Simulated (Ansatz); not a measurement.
System: trihydroxy(methyl)silane, CH6O3Si, charge 0, multiplicity 1. SMILES: O[Si](O)(O)C
Structure (B3LYP-D3(BJ)/def2-TZVP (Ansatz, a first-principles code) minimum search):
```xyz
11

Si     0.0232    -0.0146     0.0077
C     -1.7807     0.4005     0.0027
O      0.3469    -1.4613    -0.7007
O      0.9211     1.0656    -0.8622
O      0.4608    -0.0715     1.5894
H     -2.3532    -0.3806     0.5058
H     -2.1541     0.4941    -1.0184
H     -1.9716     1.3409     0.5239
H      0.7816    -1.4350    -1.5566
H      0.9159     1.9864    -0.5914
H      1.3104    -0.4678     1.8005
```
Charge 0, spin multiplicity 1.

Wanted: vertical ionisation energy (to the doublet state of charge +1; each state is the SCF solution reached for its spin), in eV. Valence correlation only, unless marked. Open shells are spin-unrestricted. Spin-orbit coupling is left out. No relativistic terms. 

| level | program | vertical ionisation energy (eV) |
|---|---|---|
| HF/aug-cc-pV(D+d)Z | Ansatz | 10.87 |
| HF/aug-cc-pV(T+d)Z | Ansatz | 10.82 |
| PBE/def2-TZVPD | Ansatz | 10.29 |
| PBE0/def2-TZVPD | Ansatz | 10.85 |
| BHLYP/def2-TZVPD | Ansatz | 11.26 |
| CAM-B3LYP/def2-TZVPD | Ansatz | 11.17 |
| wB97M-V/def2-TZVPD | Ansatz | 11.18 |
| wB97X-V/def2-TZVPD | Ansatz | 11.22 |
| B2PLYP/def2-TZVPD | Ansatz | 11.06 |
| MP2/aug-cc-pV(D+d)Z | Ansatz | 11.51 |
| MP2/aug-cc-pV(T+d)Z | Ansatz | 11.65 |
| SCS-MP2/aug-cc-pV(D+d)Z | Ansatz | 11.51 |
| CCSD/aug-cc-pV(D+d)Z | Ansatz | 11.37 |
| CCSD(T)/aug-cc-pV(T+d)Z | Ansatz | 11.42 |
